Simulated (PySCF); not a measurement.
C6H13, doublet, at a GFN2-xTB geometry; SCAN/3-21G run with PySCF.

The PySCF input:
```python
from pyscf import gto, scf, dft

mol = gto.Mole()
mol.atom = '''
    C    -2.75616312   -0.20561197    0.21276207
    C    -1.78454608    0.34115459   -0.75813841
    C    -0.36833833   -0.07787926   -0.76501162
    C     0.47699560    0.72934297    0.24942291
    C     1.96728692    0.39989938    0.18541199
    C     2.29100802   -1.01760492    0.64259801
    H    -2.43036344   -1.17449609    0.58708687
    H    -3.74337372   -0.31406975   -0.24055654
    H    -2.88342474    0.46072730    1.07634029
    H    -2.06746123    1.21659395   -1.31898910
    H     0.06525893    0.07423610   -1.75750878
    H    -0.29501304   -1.13731544   -0.50994433
    H     0.10161226    0.53347479    1.25569411
    H     0.33847710    1.79290047    0.04232314
    H     2.32530831    0.54255798   -0.83693164
    H     2.50353754    1.10698358    0.82389160
    H     1.85952607   -1.75394638   -0.03040284
    H     1.90061025   -1.19301961    1.64295739
    H     3.36784771   -1.17043147    0.66376993
'''
mol.basis = '3-21g'
mol.spin = 1
mol.verbose = 4
mol.build()

mf = dft.UKS(mol)
mf.xc = 'scan'
mf.grids.becke_scheme = dft.gen_grid.stratmann
mf.kernel()
mf.analyze()
```

Q: What does PySCF print? Leave out banner, timings and long lists.

A: 
```
PySCF version 2.14.0

[INPUT] verbose = 4
[INPUT] num. atoms = 19
[INPUT] num. electrons = 49
[INPUT] charge = 0
[INPUT] spin (= nelec alpha-beta = 2S) = 1
[INPUT] symmetry False subgroup None
[INPUT] Mole.unit = angstrom
[INPUT] Symbol           X                Y                Z      unit          X                Y                Z       unit  Magmom
[...]
nuclear repulsion = 240.735497683084
number of shells = 56
number of NR pGTOs = 129
number of NR cGTOs = 80
basis = 3-21g
ecp = {}

******** <class 'pyscf.dft.uks.UKS'> ********
method = UKS
initial guess = minao
damping factor = 0
level_shift factor = 0
DIIS = <class 'pyscf.scf.diis.CDIIS'>
diis_start_cycle = 1
diis_space = 8
diis_damp = 0
SCF conv_tol = 1e-09
SCF conv_tol_grad = None
SCF max_cycles = 50
direct_scf = True
direct_scf_tol = 1e-13
number electrons alpha = 25  beta = 24
XC library pyscf.dft.libxc version 7.1.2
    S. Lehtola, C. Steigemann, M. J. T. Oliveira, and M. A. L. Marques,  SoftwareX 7, 1–5 (2018)
XC functionals = scan
    J. Sun, A. Ruzsinszky, and J. P. Perdew,  Phys. Rev. Lett. 115, 036402 (2015)
    J. Sun, A. Ruzsinszky, and J. P. Perdew,  Phys. Rev. Lett. 115, 036402 (2015)
radial grids:
    Treutler-Ahlrichs [JCP 102, 346 (1995); DOI:10.1063/1.469408] (M4) radial grids

becke partition: Stratmann, Scuseria, Frisch. CPL, 257, 213 (1996); DOI:10.1016/0009-2614(96)00600-8
pruning grids: <function nwchem_prune>
grids dens level: 3
symmetrized grids: False
atomic radii adjust function: <function treutler_atomic_radii_adjust>
small_rho_cutoff = 0
Set gradient conv threshold to 3.16228e-05
tot grids = 212216
init E= -234.966168873838

cycle= 1 E= -234.94622475437  delta_E= 0.0199  |g|= 0.328  |ddm|= 2.72
cycle= 2 E= -234.926048407858  delta_E= 0.0202  |g|= 0.39  |ddm|= 0.873
cycle= 3 E= -235.007252564791  delta_E= -0.0812  |g|= 0.0183  |ddm|= 0.466
cycle= 4 E= -235.007389516339  delta_E= -0.000137  |g|= 0.0143  |ddm|= 0.0541
cycle= 5 E= -235.007506877596  delta_E= -0.000117  |g|= 0.00312  |ddm|= 0.0219
cycle= 6 E= -235.007515614736  delta_E= -8.74e-06  |g|= 0.00126  |ddm|= 0.00732
cycle= 7 E= -235.007516992028  delta_E= -1.38e-06  |g|= 0.000552  |ddm|= 0.00311
cycle= 8 E= -235.007517176991  delta_E= -1.85e-07  |g|= 0.000165  |ddm|= 0.000917
cycle= 9 E= -235.007517195962  delta_E= -1.9e-08  |g|= 3.74e-05  |ddm|= 0.000307
cycle= 10 E= -235.007517197322  delta_E= -1.36e-09  |g|= 1.97e-05  |ddm|= 0.000109
cycle= 11 E= -235.007517197578  delta_E= -2.56e-10  |g|= 8.34e-06  |ddm|= 3.75e-05
Extra cycle  E= -235.007517197585  delta_E= -6.54e-12  |g|= 9.22e-06  |ddm|= 2.13e-05
converged SCF energy = -235.007517197585  <S^2> = 0.75537639  2S+1 = 2.0053692
**** SCF Summaries ****
Total Energy =                        -235.007517197584519
Nuclear Repulsion Energy =             240.735497683084162
One-electron Energy =                 -791.110503617788481
Two-electron Energy =                  315.367488737119800
Two-electron Coulomb Energy =          352.577561568280316
DFT Exchange-Correlation Energy =      -37.210072831160538
**** MO energy ****
                             alpha | beta                alpha | beta
[...]
To work with the spin densities directly, `use mulliken_meta_spin()` only printing them here.

 ** Mulliken spin pop alpha/beta on meta-lowdin orthogonal AOs **
 ** Mulliken Spin Density (per AO)  **
spin_pop of  0 C 1s       -0.00000
spin_pop of  0 C 2s       -0.01052
spin_pop of  0 C 3s        0.00008
spin_pop of  0 C 2px      -0.01730
spin_pop of  0 C 2py      -0.01423
spin_pop of  0 C 2pz      -0.02310
spin_pop of  0 C 3px       0.00033
spin_pop of  0 C 3py       0.00030
spin_pop of  0 C 3pz       0.00045
spin_pop of  1 C 1s       -0.00003
spin_pop of  1 C 2s        0.05508
spin_pop of  1 C 3s       -0.00008
spin_pop of  1 C 2px       0.08065
spin_pop of  1 C 2py       0.35031
spin_pop of  1 C 2pz       0.45831
spin_pop of  1 C 3px       0.00054
spin_pop of  1 C 3py       0.00268
spin_pop of  1 C 3pz       0.00400
spin_pop of  2 C 1s        0.00000
spin_pop of  2 C 2s       -0.01010
spin_pop of  2 C 3s        0.00007
spin_pop of  2 C 2px      -0.02557
spin_pop of  2 C 2py      -0.01201
spin_pop of  2 C 2pz      -0.01308
spin_pop of  2 C 3px       0.00061
spin_pop of  2 C 3py       0.00021
spin_pop of  2 C 3pz       0.00025
spin_pop of  3 C 1s       -0.00000
spin_pop of  3 C 2s        0.01608
spin_pop of  3 C 3s        0.00018
spin_pop of  3 C 2px       0.01416
spin_pop of  3 C 2py       0.01216
spin_pop of  3 C 2pz       0.02302
spin_pop of  3 C 3px       0.00020
spin_pop of  3 C 3py       0.00015
spin_pop of  3 C 3pz       0.00009
spin_pop of  4 C 1s       -0.00000
spin_pop of  4 C 2s        0.00054
spin_pop of  4 C 3s        0.00002
spin_pop of  4 C 2px       0.00736
spin_pop of  4 C 2py      -0.00027
spin_pop of  4 C 2pz      -0.00023
spin_pop of  4 C 3px       0.00015
spin_pop of  4 C 3py       0.00001
spin_pop of  4 C 3pz       0.00001
spin_pop of  5 C 1s       -0.00000
spin_pop of  5 C 2s       -0.00007
spin_pop of  5 C 3s        0.00000
spin_pop of  5 C 2px       0.00004
spin_pop of  5 C 2py      -0.00019
spin_pop of  5 C 2pz      -0.00001
spin_pop of  5 C 3px       0.00001
spin_pop of  5 C 3py       0.00000
spin_pop of  5 C 3pz       0.00000
spin_pop of  6 H 1s        0.00724
spin_pop of  6 H 2s        0.00000
spin_pop of  7 H 1s        0.02967
spin_pop of  7 H 2s        0.00011
spin_pop of  8 H 1s        0.06300
spin_pop of  8 H 2s        0.00017
spin_pop of  9 H 1s       -0.02990
spin_pop of  9 H 2s        0.00024
spin_pop of  10 H 1s        0.01698
spin_pop of  10 H 2s        0.00003
spin_pop of  11 H 1s        0.01377
spin_pop of  11 H 2s        0.00000
spin_pop of  12 H 1s       -0.00311
spin_pop of  12 H 2s        0.00012
spin_pop of  13 H 1s       -0.00320
spin_pop of  13 H 2s        0.00035
spin_pop of  14 H 1s        0.00009
spin_pop of  14 H 2s        0.00001
spin_pop of  15 H 1s        0.00268
spin_pop of  15 H 2s        0.00001
spin_pop of  16 H 1s       -0.00014
spin_pop of  16 H 2s        0.00004
spin_pop of  17 H 1s       -0.00000
spin_pop of  17 H 2s       -0.00000
spin_pop of  18 H 1s        0.00057
spin_pop of  18 H 2s        0.00000
 ** Mulliken Spin Density (per atom)  **
spin density of  0 C =     -0.06397
spin density of  1 C =      0.95146
spin density of  2 C =     -0.05963
spin density of  3 C =      0.06604
spin density of  4 C =      0.00759
spin density of  5 C =     -0.00022
spin density of  6 H =      0.00724
spin density of  7 H =      0.02978
spin density of  8 H =      0.06316
spin density of  9 H =     -0.02966
spin density of  10 H =      0.01702
spin density of  11 H =      0.01377
spin density of  12 H =     -0.00299
spin density of  13 H =     -0.00285
spin density of  14 H =      0.00010
spin density of  15 H =      0.00269
spin density of  16 H =     -0.00010
spin density of  17 H =     -0.00000
spin density of  18 H =      0.00057
 ** Mulliken pop alpha/beta on meta-lowdin orthogonal AOs **
 ** Mulliken pop       alpha | beta **
In total            25.00000 | 24.00000
 ** Mulliken atomic charges   ( Nelec_alpha | Nelec_beta ) **
charge of  0C =     -0.30352  (     3.11977      3.18375 )
charge of  1C =     -0.11766  (     3.53456      2.58310 )
charge of  2C =     -0.18323  (     3.06180      3.12143 )
charge of  3C =     -0.16849  (     3.11727      3.05122 )
charge of  4C =     -0.17040  (     3.08899      3.08140 )
charge of  5C =     -0.30005  (     3.14992      3.15013 )
charge of  6H =      0.10153  (     0.45286      0.44562 )
charge of  7H =      0.10775  (     0.46102      0.43124 )
charge of  8H =      0.10394  (     0.47961      0.41645 )
charge of  9H =      0.09162  (     0.43936      0.46902 )
charge of  10H =      0.09462  (     0.46120      0.44418 )
charge of  11H =      0.09276  (     0.46051      0.44674 )
charge of  12H =      0.08789  (     0.45456      0.45755 )
charge of  13H =      0.09039  (     0.45338      0.45623 )
charge of  14H =      0.08899  (     0.45555      0.45545 )
charge of  15H =      0.09216  (     0.45526      0.45258 )
charge of  16H =      0.09682  (     0.45154      0.45164 )
charge of  17H =      0.09538  (     0.45231      0.45231 )
charge of  18H =      0.09951  (     0.45053      0.44996 )
Dipole moment(X, Y, Z, Debye):  0.09485,  0.11086,  0.25762
```
